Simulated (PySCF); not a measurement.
H2AlCl3GeO2, SMILES [OH][Al]([OH])[Ge]([Cl])([Cl])[Cl] at its PBE0/def2-SVP optimised geometry (Å):

```
9

Ge     0.5896    -2.2462     0.0000
Cl     2.7475    -2.2462     0.0000
Cl    -0.0119    -3.3881    -1.7363
Cl    -0.0090    -3.4024     1.7266
Al    -0.4098    -0.0011     0.0000
O     -2.0924     0.0121     0.0800
O      0.6604     1.2979    -0.0837
H     -2.7475     0.7094     0.0871
H      0.5326     2.2462    -0.1034
```

Level of theory: PBE0/def2-TZVP (PySCF). Cells within 0.4 Å of a nucleus heavier than hydrogen are left out (blank, or x).

Map of the electron localisation function on the plane z = 0.0 Å:

```
|000000000000000000000000000|
|000000000000000000000000000|
|000000000000000000000000000|
|000000000000000000000000000|
|000000000000013200000000000|
|000000000000256630000000000|
|000000000000379851000000000|
|000000000000389962000000000|
|000002200001379875210000000|
|00015663100157xx87520000000|
|00036897431168xx98620000000|
|000279986730058887410000000|
|000158977824x13553000000000|
|0000258xx81xx80100000000000|
|000015887714x21310002320000|
|000025787510049940146652000|
|000014564105999741478875200|
|000001210017851123688986300|
|00000000001441xx1482x187410|
|00000000000123xx3480xx77410|
|000000000001115514860487410|
|000000000000121113688986300|
|000000000000011111368874100|
|000000000000000000135542000|
|000000000000000000002210000|
|000000000000000000000000000|
|000000000000000000000000000|
```
Scale: ten equal steps from 0.000 (start of '0') to 0.993 (end of '9'), in the order '0123456789'; x runs from -5.00 to 5.00, y from -5.00 (bottom) to 5.00 (top).
